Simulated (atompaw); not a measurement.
**u(r) = r·R(r): atom against pseudo-atom (Fe)**

Columns: radius, all-electron u(r) and pseudo u(r) of the 3p shell (level -60.04 eV) of iron in the configuration [Ne] 3s2 3p6 3d6 4s2 4p0; PBE, scalar-relativistic, PAW (atompaw) scheme, atompaw 4.2.0.5.

```csv
r (bohr),all-electron,pseudo
0.102,-0.5450,0.0350
0.204,-0.4720,0.1343
0.306,0.0469,0.2824
0.408,0.5676,0.4563
0.510,0.9277,0.6299
0.612,1.1139,0.7787
0.713,1.1647,0.8830
0.815,1.1278,0.9346
0.917,1.0404,0.9312
1.019,0.9297,0.8806
1.121,0.8125,0.7968
1.223,0.6989,0.6964
1.325,0.5942,0.5943
1.427,0.5008,0.5008
1.529,0.4191,0.4191
1.631,0.3490,0.3490
1.733,0.2894,0.2894
1.835,0.2392,0.2392
1.937,0.1971,0.1971
2.038,0.1625,0.1625
2.140,0.1334,0.1334
2.242,0.1093,0.1093
2.344,0.0895,0.0895
2.446,0.0732,0.0732
2.548,0.0598,0.0598
2.650,0.0488,0.0488
```

Task: How many radial nodes do the two functions have?

Result: The all-electron 3p function has n − l − 1 = 1; the pseudo-wave has 0, since the states of the same l below it are removed with the core.

Task: At about which radius was the pseudo-wave matched?

Result: 1.45 bohr. The columns agree to 0.0005 from 1.32 bohr on; several derivatives are matched, so the curves merge somewhat inside the radius.

Task: Is the pseudo-wave norm-conserving?

Result: No, it belongs to a PAW set: the norm inside the radius is not constrained, and the difference is carried by the augmentation charge.
